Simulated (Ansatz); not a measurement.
`O[SiH](F)F`. The species carries charge 0 and has multiplicity 1.

Cartesian coordinates in Å:
```
O 0.6943 -0.9455 -0.4946
Si -0.2430 0.2949 -0.0610
F 0.5895 1.3995 0.7111
F -1.3737 -0.1664 0.9479
H 1.1777 -1.4494 0.1617
H -0.8448 0.8670 -1.2650
```

List the harmonic frequencies (cm⁻¹, unscaled) at PBE0-D4/def2-TZVP in Ansatz. (Estimate.)

Ansatz gave: 175, 311, 331, 396, 757, 831, 840, 889, 963, 1006, 2355, 3927.

Is this a minimum?

Yes, all 12 modes are real.

Give the ideal-gas thermochemistry at 298.15 K and 1 bar (rigid rotor, harmonic oscillator; point group Cs, symmetry number 1).

Zero-point energy 76.5 kJ/mol; H(298) − E = 91.8 kJ/mol; entropy 297.2 J/(mol·K), of which translation 164.1, rotation 104.1, vibration 28.9; G(298) − E = 3.2 kJ/mol.

Rotational constants (cm⁻¹)?

0.2398, 0.2285, 0.1356.
